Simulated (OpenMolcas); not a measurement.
**OpenMolcas run: Nd3+**

Nd3+ among 2 point charges of -2 e arranged as a linear pair (D∞h), 2.69 Å from the ion. With inversion symmetry the input lists one of each pair of outer charges.

Input:

```
&GATEWAY
Coord
1

Nd 0.0 0.0 0.0
Basis=ANO-RCC-VDZP
Group=XYZ
NoMove
AngMom=0.0 0.0 0.0
AMFI
XField
1 Angstrom 0
0.000000 0.000000 2.690000 -2.000000
&SEWARD
&RASSCF
FileOrb=start.orb
Symmetry=2
Spin=4
nActEl=3 0 0
Inactive=15 12
Ras2=0 7
CIRoot=35 35 1
SDav=35
CIMx=300
Iter=120 100
PrWF=0.3
OrbListing=Nothing
MaxOrb=0
>>> COPY $Project.JobIph JOB001
&RASSCF
FileOrb=start.orb
Symmetry=2
Spin=2
nActEl=3 0 0
Inactive=15 12
Ras2=0 7
CIRoot=112 112 1
SDav=112
CIMx=300
Iter=120 100
PrWF=0.3
OrbListing=Nothing
MaxOrb=0
CIOnly
>>> COPY $Project.JobIph JOB002
&RASSI
NrOfJobIphs=2 35 89
1 2 3 4 5 6 7 8 9 10 11 12 13 14 15 16 17 18 19 20 21 22 23 24 25 26 27
28 29 30 31 32 33 34 35
1 2 3 4 5 6 7 8 9 10 11 12 13 14 15 16 17 18 19 20 21 22 23 24 25 26 27
28 29 30 31 32 33 34 35 36 37 38 39 40 41 42 43 44 45 46 47 48 49 50 51
52 53 54 55 56 57 58 59 60 61 62 63 64 65 66 67 68 69 70 71 72 73 74 75
76 77 78 79 80 81 82 83 84 85 86 87 88 89
IphNames
JOB001
JOB002
EJob
SpinOrbit
DIPRint=1.0
SOCoupling=1000.0
Subsets=2
Property=9
'ANGMOM' 1 'ANGMOM' 2 'ANGMOM' 3 'MLTPL  1' 1 'MLTPL  1' 2 'MLTPL  1' 3
'AMFI' 1 'AMFI' 2 'AMFI' 3
SOProperty=3
'ANGMOM' 1 'ANGMOM' 2 'ANGMOM' 3
```

Launched by
```bash
OMP_NUM_THREADS=1 MOLCAS_MEM=2252 MOLCAS_PROJECT=a pymolcas a.inp > a.log  # once for each step of the input, in one work folder
```

A driver script runs the steps one by one and writes start.orb anew before each from the orbitals found so far, so a CI-only block uses the converged orbitals of the first block.

Output, cut to the results:

```
--- SEWARD ---
Basis set label: ND.ANO-RCC...7S6P4D2F1G.

      Electronic valence basis set:
      ------------------
      Associated Effective Charge  60.000000 au
      Associated Actual Charge     60.000000 au
      Nuclear Model: Point charge

      Shell  nPrim  nBasis  Cartesian Spherical Contaminant
         s      25       7        X
         p      22       6        X
         d      15       4                 X
         f      11       2                 X
         g       4       1                 X
                  Relativistic Douglas-Kroll-Hess integrals:
                    - DKH order of Hamiltonian: 2
                    - DKH order of Properties : 0
                  Atomic mean-field integrals
--- RASSCF ---
Wave function specifications:
      -----------------------------

      Number of closed shell electrons          54
      Number of electrons in active shells       3
      Max number of holes in RAS1 space          0
      Max nr of electrons in RAS3 space          0
      Number of inactive orbitals               27
      Number of active orbitals                  7
      Number of secondary orbitals              34
      Spin quantum number                      1.5
      State symmetry                             2
Orbital specifications:
      -----------------------

      Symmetry species                           1   2
                                                ag  au
      Frozen orbitals                            0   0
      Inactive orbitals                         15  12
      Active orbitals                            0   7
      RAS1 orbitals                              0   0
      RAS2 orbitals                              0   7
      RAS3 orbitals                              0   0
      Secondary orbitals                        21  13
      Deleted orbitals                           0   0
      Number of basis functions                 36  32
      Number of CSFs                            35
      Number of root(s) required                35
      Iter CI   SX   CI       RASSCF       Energy    max ROT     max BLB   max BLB  Level Ln srch  Step   QN
          iter iter root      energy       change     param      element    value   shift minimum  type update
 Nr of preliminary CI iterations:   1
      Total energies have been shifted. Add                -9000.00 au
        1   1    7    0  -616.93984345    0.00E+00  -9.12E-02   12  25 2 -2.39E-01*  0.20   0.00    SX    NO
        2   1    7    0  -617.02637128   -8.65E-02* -4.16E-02   13  26 1  7.04E-02*  0.47   0.00    SX    NO
        3   1    6    0  -617.03582905   -9.46E-03* -1.03E-02   12  25 2 -2.11E-02*  0.38   0.00    SX    NO
        4   1    6    0  -617.03671836   -8.89E-04*  4.44E-03   11  24 1  7.21E-03*  0.41   0.00    SX    NO
        5   1    6    0  -617.03682389   -1.06E-04*  8.90E-04   14  27 1 -2.42E-03*  0.40   0.78    QN   YES
        6   1    5    0  -617.03683716   -1.33E-05* -2.30E-04   12  22 2  6.16E-04*  0.41   1.09    QN   YES
        7   1    4    0  -617.03683764   -4.87E-07* -1.21E-04   12  16 2  2.06E-04*  0.41   1.29    QN   YES
        8   1    4    0  -617.03683769   -4.75E-08*  2.61E-05   12  16 2  4.68E-05   0.41   1.08    QN   YES
        9   1    3    0  -617.03683769   -2.44E-09  -1.00E-05   12  22 2 -1.52E-05   0.41   1.21    QN   YES
      Convergence after  9 iterations
       10   1    3    0  -617.03683769   -3.95E-10  -1.00E-05   11  15 2 -1.93E-06   0.41   1.21    QN   YES
      Natural orbitals and occupation numbers for root  1
      sym 2:   0.500000   0.500000   0.500000  -0.000000   0.500000   0.500000   0.500000
      Natural orbitals and occupation numbers for root  2
      sym 2:   0.500000   0.500000   0.500000  -0.000000   0.500000   0.500000   0.500000
      Natural orbitals and occupation numbers for root  3
      sym 2:   0.500000   0.500000  -0.000000   1.000000  -0.000000   0.500000   0.500000
::    RASSCF root number  1 Total energy:  -9617.10631213
::    RASSCF root number  2 Total energy:  -9617.10631213
::    RASSCF root number  3 Total energy:  -9617.10438558
::    RASSCF root number  4 Total energy:  -9617.10438558
::    RASSCF root number  5 Total energy:  -9617.10359226
::    RASSCF root number  6 Total energy:  -9617.10359226
::    RASSCF root number  7 Total energy:  -9617.10310572
::    RASSCF root number  8 Total energy:  -9617.10310572
::    RASSCF root number  9 Total energy:  -9617.10269164
...
--- RASSI ---
SPIN-FREE ENERGIES:
  (Shifted by EMIN (a.u.) =      -9617.1063121252)

 SF State       Relative EMIN(au)   Rel lowest level(eV)    D:o, cm**(-1)      L_eff

     1             0.0000000000        0.0000000000              0.0000         6.0
     2             0.0000000000        0.0000000000              0.0000         6.0
     3             0.0019265452        0.0524239659            422.8278         6.0
     4             0.0019265452        0.0524239659            422.8278         6.0
     5             0.0027198699        0.0740114310            596.9424         6.0
     6             0.0027198699        0.0740114310            596.9424         6.0
     7             0.0032064032        0.0872506759            703.7242         6.0
     8             0.0032064032        0.0872506759            703.7242         6.0
     9             0.0036204814        0.0985183179            794.6038         6.0
    10             0.0036204814        0.0985183179            794.6038         6.0
    11             0.0039388105        0.1071804952            864.4690         6.0
    12             0.0039388105        0.1071804952            864.4690         6.0
    13             0.0040617101        0.1105247616            891.4423         6.0
    14             0.0662110863        1.8016954428          14531.6538         3.0
    15             0.0670444008        1.8243710849          14714.5451         3.0
    16             0.0670444008        1.8243710849          14714.5451         3.0
    36             0.0678039346        1.8450390526          14881.2435         5.0
    37             0.0678419190        1.8460726606          14889.5802         5.0
    38             0.0678419190        1.8460726606          14889.5802         5.0
    39             0.0679852722        1.8499735002          14921.0425         5.0
    40             0.0679852722        1.8499735002          14921.0425         5.0
...
```

Spin-orbit levels above the lowest (labels by Λ):

```
E (cm-1)  Degeneracy  2S+1     J    |mJ| (%)                g
     0.0           2     4  4.51   9/2 (100)   0.00 0.00 6.42
   404.7           2     4  4.50   7/2 (100)   0.00 0.00 4.99
   571.4           2     4  4.50   5/2 (100)   0.00 0.00 3.54
   679.0           2     4  4.50   3/2 (100)   0.00 0.00 2.09
   744.3           2     4  4.50   1/2 (100)   0.69 3.67 3.67
    1994           2     4  5.51  11/2 (100)  0.00 0.00 10.47
    2326           2     4  5.50   9/2 (100)   0.00 0.00 8.70
    2507           2     4  5.50   7/2 (100)   0.00 0.00 6.76
    2623           2     4  5.50   5/2 (100)   0.00 0.00 4.83
    2697           2     4  5.50   3/2 (100)   0.00 0.00 2.91
    2732           2     4  5.50   1/2 (100)   0.97 5.83 5.83
    4108           2     4  6.50  13/2 (100)  0.00 0.00 14.30
    4431           2     4  6.50  11/2 (100)  0.00 0.00 12.25
    4612           2     4  6.50   9/2 (100)  0.00 0.00 10.03
    4733           2     4  6.50   7/2 (100)   0.00 0.00 7.80
    4819           2     4  6.50   5/2 (100)   0.00 0.00 5.58
    4876           2     4  6.49   3/2 (100)   0.00 0.00 3.36
    4904           2     4  6.49   1/2 (100)   1.12 7.77 7.77
    6303           2     4  7.50  15/2 (100)  0.00 0.00 17.99
    6660           2     4  7.50  13/2 (100)  0.00 0.00 15.68
```

High states are left out of the spin-orbit mixing, which shifts the levels that they would mix with. This is an electrostatic model: the charges have no orbitals. The first state left out of the spin-orbit step lies near 49000 cm-1 above the lowest spin-free state of the reference (among the parities and spins computed), and the lists stop at four fifths of that energy or lower. No measured value stands beside these numbers.

The RASSCF and RASSI steps took 27 s on 1 thread of Arm Neoverse V2, on a shared host; the integral step is not counted.
